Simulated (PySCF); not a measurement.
# Bond lengths and vibrations by method: BClH2OSi

Calculated results; nothing here was measured. They come from PySCF 2.14.0, an open-source quantum chemistry program, on an isolated molecule that a program drew, which may never have been made. The molecule is BClH2OSi (charge 0, singlet), drawn as the SMILES string `O=B[SiH2]Cl`.

The geometry was optimised and harmonic frequencies were computed with HF and MP2, all in the cc-pV(D+d)Z basis, for the commonest isotopes, with a restricted reference for singlets and an unrestricted one otherwise, and a frozen core in MP2. Each result is a local minimum of its method.

Geometry at the HF minimum:
```xyz
6
BClH2OSi, angstrom
O    -3.3914   -1.6184   -1.0152
B    -2.7044   -0.7338   -0.6285
Si   -1.5662    0.7916    0.0364
Cl    0.4130    0.2324   -0.1086
H    -1.8899    1.0615    1.4439
H    -1.7973    1.9730   -0.8059
```

Lengths of the bonds as drawn, in Å (atoms numbered as above):
| bond | HF | MP2 |
|---|---|---|
| O1-B2 | 1.185 | 1.220 |
| B2-Si3 | 2.016 | 2.002 |
| Si3-Cl4 | 2.062 | 2.060 |
| Si3-H5 | 1.469 | 1.475 |
| Si3-H6 | 1.469 | 1.475 |

Rotational constants, in GHz:
| constant | HF | MP2 |
|---|---|---|
| A | 10.82 | 10.81 |
| B | 2.084 | 2.071 |
| C | 1.784 | 1.774 |

Harmonic frequencies in cm^-1, each column in rising order, so a row needn't be the same motion in every method:
| rank | HF | MP2 |
|---|---|---|
| 1 | 124 | 116 |
| 2 | 293 | 267 |
| 3 | 405 | 374 |
| 4 | 525 | 513 |
| 5 | 586 | 584 |
| 6 | 621 | 586 |
| 7 | 762 | 733 |
| 8 | 914 | 872 |
| 9 | 1021 | ? |
| 10 | 2153 | 1928 |
| 11 | 2373 | 2316 |
| 12 | 2379 | 2328 |

**Estimate the missing MP2 frequency from the HF column.**

A single factor s that minimises the squared misfit of MP2 against s times HF over the other rows is sum(HF x MP2) / sum(HF^2) = 0.9542, with an rms misfit of 46 cm^-1. For rank 9 it gives 0.9542 x 1021 = 974 cm^-1. The calculation gives 971 cm^-1, 3 cm^-1 below the estimate. The drawn bonds are on average 0.6 % longer in MP2 than in HF.
